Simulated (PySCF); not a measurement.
Species: C₇H₉BO₃.
Atom-mapped SMILES: `[OH:1][CH2:2][c:3]1[cH:4][cH:5][c:6]([B:7]([OH:8])[OH:9])[cH:10][cH:11]1` (hydrogens: H12 on O1; H13, H14 on C2; H15 on C4; H16 on C5; H17 on O8; H18 on O9; H19 on C10; H20 on C11)

Computed with PySCF, PBE0-D3(BJ)/def2-SVP geometry optimisation, gas phase.

(1) Give the optimised bond lengths and angles.

## Answers

(1) 
```json
{"bond": "O1–C2", "length (Å)": "1.399"}
{"bond": "C2–C3", "length (Å)": "1.509"}
{"bond": "C3–C4, C3–C11", "length (Å)": "1.398"}
{"bond": "C4–C5, C10–C11", "length (Å)": "1.391"}
{"bond": "C5–C6, C6–C10", "length (Å)": "1.403"}
{"bond": "C6–B7", "length (Å)": "1.569"}
{"bond": "B7–O8, B7–O9", "length (Å)": "1.363"}
{"bond": "O1–H12", "length (Å)": "0.964"}
{"bond": "C2–H13, C2–H14", "length (Å)": "1.106"}
{"bond": "C4–H15, C11–H20", "length (Å)": "1.093"}
{"bond": "C5–H16, C10–H19", "length (Å)": "1.094"}
{"bond": "O8–H17, O9–H18", "length (Å)": "0.962"}
```

Bonds in one row agree within 0.01 Å and their mean is given. A selection of angles:
```json
{"angle": "O1–C2–C3", "degrees": "114.0"}
{"angle": "C2–C3–C4", "degrees": "120.9"}
{"angle": "C2–C3–C11", "degrees": "120.4"}
{"angle": "C4–C3–C11", "degrees": "118.8"}
{"angle": "C3–C4–C5", "degrees": "120.4"}
{"angle": "C4–C5–C6", "degrees": "121.5"}
{"angle": "C5–C6–B7", "degrees": "122.3"}
{"angle": "C5–C6–C10", "degrees": "117.5"}
{"angle": "B7–C6–C10", "degrees": "120.2"}
{"angle": "C6–B7–O8", "degrees": "123.4"}
{"angle": "C6–B7–O9", "degrees": "118.5"}
{"angle": "O8–B7–O9", "degrees": "118.2"}
{"angle": "C3–C11–C10", "degrees": "120.5"}
{"angle": "H12–O1–C2", "degrees": "107.8"}
{"angle": "H17–O8–B7", "degrees": "113.2"}
{"angle": "H18–O9–B7", "degrees": "111.5"}
```

Torsions: O1–C2–C3–C4 -155° (antiperiplanar); C5–C6–B7–O8 13° (synperiplanar); H12–O1–C2–C3 60° (synclinal); H17–O8–B7–C6 4° (synperiplanar); H18–O9–B7–C6 -179° (antiperiplanar). The mirror-image conformer, all signs reversed, is as good.

The 6-membered ring C3–C4–C5–C6–C10–C11 has internal angles of 117.5° to 121.5°; it is planar, 0.00 Å rms from its mean plane, widest ring torsion 0°. Of the pairs four or more bonds apart, H16···H17 is among the closest relative to their van der Waals radii: 2.12 Å, 88 % of the sum of Bondi's values. The C–C distances run from 1.391 Å (C4–C5, aromatic) to 1.509 Å (C2–C3, drawn single), a spread of 0.118 Å. O8 (boron-bound oxygen) is bent (angle 113.2°). B7 (three-coordinate boron) is planar (angles 123.4°, 118.5° and 118.2°, sum 360.0°, 0.00 Å off the plane of its three neighbours).

Point group: C1 (no symmetry element, even within 0.4 Å). Stationary, but not proved a minimum. The numbers are those of one conformer (H–O1–C2–C3 60°, O1–C2–C3–C4 -155°, C6–B7–O8–H 4°, C6–B7–O9–H -179°).

Cost: about 13 min of CPU time on one thread; the machine was shared, so the figure is rough. This is the geometry optimisation.
